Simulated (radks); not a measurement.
Numerical settings for neutral arsenic, [Ar] 3d10 4s2 4p3. Method: scalar-relativistic Kohn-Sham, LDA (Slater exchange, Perdew-Wang correlation), spin-polarised, spherical densities, finite nucleus; open shells are filled with parallel spins first; Fermi nuclear charge, rms radius 4.0968 fm; computed with a radial shooting solver on a logarithmic mesh with Libxc functionals. The defaults (mesh step 0.008 in ln r, mesh end at 40 bohr or more with all orbitals vanishing there, Anderson mixing 0.5 over 9 steps, residual threshold near 1e-9 with the energy settled to 1e-9 hartree or 1e-11 of itself, here a cap of 53 iterations) give E = -2257.7902 hartree and 4p at -5.956 eV in 15 iterations. Run on one thread of a shared host, so times are rough (Intel(R) Xeon(R) Platinum 8488C): 0.27 s of CPU time, 0.27 s wall, 15 iterations on 2381 mesh points. Changes against that run (0 stands for a change within the tolerance of the run):

mesh step in ln r 0.003: iterations 15; converged yes; E (mhartree) 0; e(4p) (meV) 0; CPU (s) 0.7
mesh step in ln r 0.012: iterations 15; converged yes; E (mhartree) 0; e(4p) (meV) 0; CPU (s) 0.18
mesh step in ln r 0.08: iterations 15; converged yes; E (mhartree) +0.108; e(4p) (meV) 0; CPU (s) 0.05
mesh end (bohr) 2: iterations 14; converged level above zero; E (mhartree) +9.32e+03; e(4p) (meV) +7.42e+04; CPU (s) 0.18
mesh end (bohr) 8: iterations 15; converged yes; E (mhartree) +1.45; e(4p) (meV) +84.5; CPU (s) 0.23
residual threshold 1e-05: iterations 11; converged yes; E (mhartree) 0; e(4p) (meV) -0.0206; CPU (s) 0.2
residual threshold 0.01: iterations 11; converged yes; E (mhartree) 0; e(4p) (meV) -0.0206; CPU (s) 0.21
mixing 2.5: iterations 17; converged yes; E (mhartree) 0; e(4p) (meV) 0; CPU (s) 0.28
linear mixing, mixing 0.5: iterations 30; converged yes; E (mhartree) 0; e(4p) (meV) 0; CPU (s) 0.38
linear mixing, mixing 1: iterations 53; converged no; E (mhartree) +7.43e+04; e(4p) (meV) -4.48e+05; CPU (s) 2.3
mixing history 2: iterations 19; converged yes; E (mhartree) 0; e(4p) (meV) 0; CPU (s) 0.22
iteration cap 8: iterations 8; converged no; E (mhartree) +0.000559; e(4p) (meV) +1.62; CPU (s) 0.12

Settled on a wrong energy, with an occupied level pushed above zero by the early mesh end: mesh end (bohr) 2 (+9.32 hartree). Apart from these: settings that end as converged yet miss the energy by more than 1 mhartree: mesh end (bohr) 8 (+0.00145 hartree). A mesh that ends early acts as a hard wall.
